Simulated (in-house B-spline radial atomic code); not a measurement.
**Ionising neutral lutetium with different functionals**

Computed with a B-spline radial code for spherical atoms: four-component Dirac-Coulomb Hamiltonian, Fermi nucleus of rms radius 5.37 fm, spin-restricted, spherical fractional occupations for the functionals. The ionisation energy is the difference of two self-consistent energies, [Xe] 4f14 5d1 6s2 → [Xe] 4f14 6s2, without Breit or QED terms; ε is the level of the shell that loses the electron (mean over j). The electron is taken from both j subshells in proportion to 2j + 1, so the result is a j average, not the step between ground levels.

Hybrids are left out here: with spherical fractional occupations of an open shell their exact exchange keeps a self-interaction that integer-occupation calculations don't have.

```tsv
method	rung	ΔSCF (eV)	-ε(5d) (eV)
LDA VWN5	LDA	?	?
relativistic LDA	LDA	5.52	1.95
LDA PW92	LDA	5.49	1.93
LDA exchange-only	LDA	4.40	1.01
PBE	GGA	5.26	1.76
PBEsol	GGA	5.30	1.78
BLYP	GGA	5.15	1.63
RPBE	GGA	5.19	1.72
PW91	GGA	?	?
BP86	GGA	5.41	1.89
AM05	GGA	5.26	1.73
OLYP	GGA	5.03	1.55
```

Task: What does LDA VWN5 give?

Result: ΔSCF 5.49 eV, and -ε(5d) = 1.93 eV.

Task: What does PW91 give?

Result: ΔSCF 5.32 eV, and -ε(5d) = 1.81 eV.

Task: How do they compare with the NIST value?

Result: NIST lists 5.426 eV (measured, ground level to ground level). Errors run from -1.03 to +0.09 eV; BP86 is closest (-0.01 eV), but part of that can be cancellation, since the calculations leave out Breit-QED terms, spin polarisation, the choice among j levels, multiplet and fine-structure energies.
